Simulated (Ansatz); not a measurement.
```yaml
crystal:
  periodic: [false, false, false]
  atoms:
    - {symbol: Pb, position_ang: [2.674878, -1.011556, 0.859062]}
    - {symbol: Pb, position_ang: [-1.890338, -2.747204, 1.695771]}
    - {symbol: Pb, position_ang: [2.070197, 2.027219, -1.495632]}
    - {symbol: Pb, position_ang: [-1.449996, 0.508327, -2.553409]}
    - {symbol: Pb, position_ang: [-1.419213, -2.630681, -1.364824]}
    - {symbol: Pb, position_ang: [-0.576922, 1.453402, 1.591975]}
    - {symbol: Te, position_ang: [0.448632, -1.271123, 2.795784]}
    - {symbol: Te, position_ang: [2.556780, 1.957280, 1.454450]}
    - {symbol: Te, position_ang: [-2.927681, -0.356046, 0.081870]}
    - {symbol: Te, position_ang: [1.189263, -1.027567, -1.894432]}
    - {symbol: Te, position_ang: [-0.675608, 3.097948, -1.170605]}
basis:
  gaussian: {orbitals: def2-TZVP, initial_orbitals: start.molden}
hamiltonian: {xc: pbe0, dispersion: d4}
scf: {omitted_lower_state_checks: [starts]}
output: {orbitals: {seedname: orbitals}}
```

The file start.molden holds the orbitals of an earlier run on this structure, at another level or in another basis.

```sh
$ ansatz run in.yaml --threads 4 --pin off --events-out ev --progress --plain --max-ram 6963MiB
```

**Question.** Does this run fit into the memory that it is given?

**Answer.** No. It has 550 basis functions, and Ansatz plans for 12 GiB where 7 GiB are given.
